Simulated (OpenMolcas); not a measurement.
## How basis sets differ on GeSiNH7 (SMILES [SiH3][NH][GeH3])

GeSiNH7 has 10 atoms, charge 0, and is taken as a singlet. SMILES: `[SiH3][NH][GeH3]`. The shape is that of a PBE0-D4/def2-TZVP optimisation.

Each level gives the dipole moment (D). The values are calculated.

```json
{"level": "HF/STO-3G", "kind": "Hartree–Fock", "program": "OpenMolcas", "value (D)": "0.56", "CPU time": "3.5 s"}
{"level": "HF/3-21G", "kind": "Hartree–Fock", "program": "OpenMolcas", "value (D)": "1.01", "CPU time": "4.4 s"}
{"level": "HF/cc-pVDZ-DK (DKH2, RICD fitting)", "kind": "Hartree–Fock", "program": "OpenMolcas", "value (D)": "1.05", "CPU time": "3.6 s"}
{"level": "HF/def2-SVP", "kind": "Hartree–Fock", "program": "OpenMolcas", "value (D)": "1.05", "CPU time": "17 s"}
```

All-electron rows without a relativistic Hamiltonian named are non-relativistic. The values span 0.56 to 1.05 D. Magnitudes only. Sets without polarisation functions give poor dipoles. CPU times are rough (shared hosts, several kinds of processor and program).
